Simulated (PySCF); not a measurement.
PySCF job for C5H7FO, SMILES [C@H]1(/C(OC1)=C/F)C, PBE/pcSseg-1. The structure is a stationary point at B3LYP-D3(BJ)/def2-SVP. The structure was generated by enumeration; whether it is a known compound was not checked.

```python
import numpy as np
from pyscf import gto, scf, dft
from pyscf.prop.nmr import rks as nmr

mol = gto.M(
    atom='''
    C    -2.02725495   -1.07684361    0.01801352
    C    -1.07048342   -0.10030966   -0.65052040
    C    -1.12278379    1.38703387   -0.21201409
    O     0.25921080    1.32890865    0.22515795
    C     0.34140902   -0.00320949   -0.11091995
    C     1.35678266   -0.85182324    0.05216215
    F     2.52702033   -0.48750987    0.60387337
    H    -2.00211011   -0.96560495    1.11330885
    H    -3.06160670   -0.91178724   -0.32486499
    H    -1.75686410   -2.11720274   -0.22128951
    H    -1.10146947   -0.21667364   -1.74628825
    H    -1.80151232    1.60234610    0.62991076
    H    -1.26394070    2.13328473   -1.00928824
    H     1.30461673   -1.89712971   -0.25793972
    ''',
    basis='pcSseg-1',
    charge=0,
    spin=0,
    max_memory=1600,
    verbose=3,
)
mf = dft.RKS(mol, xc='pbe')
mf.grids.level = 3
mf.conv_tol = 1e-10
mf.max_cycle = 100
mf.kernel()
n = nmr.NMR(mf)
n.verbose = 2
n.max_cycle_cphf = 60
sigma = n.kernel()
print('atom   isotropic/ppm   span/ppm')
for i, s in enumerate(sigma):
    w = np.linalg.eigvalsh((s + s.T) / 2)
    print(f'{mol.atom_symbol(i):2s}{i + 1:3d} {w.mean():14.3f} {w[2] - w[0]:11.3f}')
```

Log of the run:

```
converged SCF energy = -369.281337670857
atom   isotropic/ppm   span/ppm
C   1        160.024      29.942
C   2        141.783      34.477
C   3         98.054      69.454
O   4        192.368     125.832
C   5         23.815     130.249
C   6         45.750     108.334
F   7        343.833     192.689
H   8         29.928       7.846
H   9         30.044      10.086
H  10         29.979       9.526
H  11         27.720       7.509
H  12         26.900       5.852
H  13         26.438       5.772
H  14         24.940       5.896
```

Self-consistency was reached.

Cost: very roughly 50 core-seconds.
